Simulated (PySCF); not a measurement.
Field gradients at the hydrogen positions

Species: C4H10F2Si2.
Structure used (GFN2-xTB), in Å, numbered top down from 1:
```xyz
18
C4H10F2Si2 angstrom
F      4.363    0.744    0.646
C      3.058    0.921    0.358
C      2.387    0.059   -0.380
C      0.944    0.195   -0.704
Si    -0.101   -1.124    0.196
F      0.083   -0.848    1.779
C     -1.939   -0.954   -0.214
Si    -2.749    0.701    0.280
H      2.667    1.827    0.797
H      2.895   -0.816   -0.761
H      0.809    0.092   -1.781
H      0.596    1.189   -0.422
H      0.435   -2.470    0.019
H     -2.088   -1.112   -1.282
H     -2.477   -1.758    0.287
H     -2.616    0.916    1.719
H     -2.110    1.797   -0.457
H     -4.167    0.646   -0.091
```

Level: PBE0/pcSseg-1 (PySCF, non-relativistic); Q(2H) = 0.00286 b; rigid geometry, the same for H and D, with no vibrational averaging.

Question: Rank these positions by the coupling χzz of a deuteron there, largest first.
A. H17 (Si–H hydrogen)
B. H15 (methylene hydrogen)
C. H12 (methylene hydrogen)
D. H10 (vinylic hydrogen)

Answer: D (220 kHz), B (215 kHz), C (209 kHz), A (108 kHz).

Question: Tabulate Vzz, the asymmetry η and χzz = 234.96 MHz × Q × Vzz for every hydrogen position.

Answer: 
```tsv
atom	bonded to	bond length (Å)	Vzz (au)	η	χzz (kHz)
H9	C2	1.080	0.3215	0.12	216
H10	C3	1.080	0.3279	0.07	220
H11	C4	1.090	0.3135	0.03	211
H12	C4	1.090	0.3116	0.05	209
H13	Si5	1.459	0.1620	0.01	109
H14	C7	1.089	0.3223	0.00	217
H15	C7	1.090	0.3202	0.00	215
H16	Si8	1.461	0.1637	0.01	110
H17	Si8	1.467	0.1603	0.02	108
H18	Si8	1.467	0.1605	0.01	108
```

Question: Average by the element that carries the hydrogen.

Answer: on C: 215 kHz over 6 positions, mean bond length 1.087 Å; on Si: 109 kHz over 4 positions, mean bond length 1.463 Å.

Geometry: GFN2-xTB, one conformer, isolated molecule. GFN2-xTB bond lengths can be off by several hundredths of an ångström, more for odd bonds, and the gradients follow them. The basis is small and wasn't made for field gradients, so the couplings can be 20 % off.

The run behind these numbers computed NMR shieldings as well. Hardware: an Arm Neoverse V2 with one thread, shared host. Cost: 31 s wall, 0.89 GiB resident at most.
